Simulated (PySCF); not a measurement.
A calculated (UHF, PySCF 2.14, aug-cc-pVDZ-DK, scalar relativity by spin-free X2C-1e) atom or ion has these occupied shells.

```tsv
shell	electrons	orbital energy (eV)	rms radius, mean of both spins (bohr)
1s α	1	-917.10	0.182
1s β	1	-915.39	0.182
2s α	1	-74.819	0.947
2s β	1	-68.690	0.947
2p α	3	-44.966	1.00
2p β	2	-42.103	1.00
```

(1) Name the element and its charge.

Answers

(1) Ne⁺ (neon, charge +1), in [He] 2s2 2p5, 2P determinant.
